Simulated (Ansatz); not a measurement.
Cost and result for the atomization energy of C3H7BSi, SMILES `BC([SiH3])C#C` (12 atoms, 11 bonds).

```csv
atom,x (Å),y (Å),z (Å)
B1,1.442,-0.891,0.040
C2,-0.025,-0.574,-0.302
Si3,0.074,1.286,-0.796
C4,-1.017,-0.658,0.740
C5,-1.841,-0.689,1.615
H6,1.826,-0.852,1.170
H7,2.213,-1.096,-0.851
H8,-0.362,-1.040,-1.236
H9,0.604,2.082,0.336
H10,-1.303,1.719,-1.126
H11,0.955,1.447,-1.982
H12,-2.566,-0.733,2.392
```

Charge 0, multiplicity 1. Geometry: relaxed with PBE0-D4/def2-TZVP. Program: Ansatz. All runs use 4 threads of an AMD EPYC 9R45 on a shared host. Times are those of one run each, without the atoms' runs, and a repeat can differ threefold. Electronic energies, without spin–orbit coupling; frozen cores. CCSD(T)/CBS adds CCSD(T) − MP2 in def2-TZVPP to the MP2 limit, and its time is that of the two runs behind it. T1 = 0.013. B3LYP takes the VWN-RPA correlation (the form of Gaussian; ORCA's B3LYP/G).

CCSD(T)/CBS is a level of theory with its own doubt, some kJ/mol a heavy atom from the limit and from the frozen cores, so smaller differences don't rank the functionals.

```csv
level,functions,wall time,atomization (kcal/mol),difference from CCSD(T)/CBS,per bond
PBE-D4/def2-TZVPP (with forces),264,1 s,1106.3,21.0,1.9
PBE0-D4/def2-TZVPP,264,1.1 s,1092.9,7.6,0.7
r2SCAN-D4/def2-TZVPP (with forces),264,1.5 s,1092.3,7.0,0.6
B3LYP-D4/def2-TZVPP (with forces),264,1.8 s,1090.9,5.6,0.5
B2PLYP/def2-TZVPP,264,2 s,1079.9,-5.4,-0.5
ωB97X-V/def2-TZVPP,264,2.5 s,1089.7,4.4,0.4
ωB97M-V/def2-TZVPP (with forces),264,3.5 s,1091.9,6.6,0.6
MP2/def2-QZVPP,508,7.5 s,1092.4,7.1,0.7
CCSD(T)/def2-TZVPP,264,35 s,1060.6,-24.7,-2.2
CCSD(T)/CBS(def2),–,43 s,1085.3,0.0,0.0
```

From PBE to PBE0 (25 % exact exchange), in def2-TZVPP and without D4, the atomization energy moves by −12.5 kcal/mol: exact exchange takes away binding that semilocal exchange gives to molecules. In def2-TZVPP, CCSD(T) changes the Hartree–Fock value by +235.3 kcal/mol (the triples alone add +15.1 kcal/mol) and MP2 by +252.5 kcal/mol; breaking electron pairs costs correlation energy, which Hartree–Fock lacks. The D4 term adds +9.8 kcal/mol with B3LYP and +5.2 kcal/mol with PBE0; it sums over pairs of atoms, weighted by their polarisabilities, and B3LYP, whose exchange is more repulsive, gets the larger term.
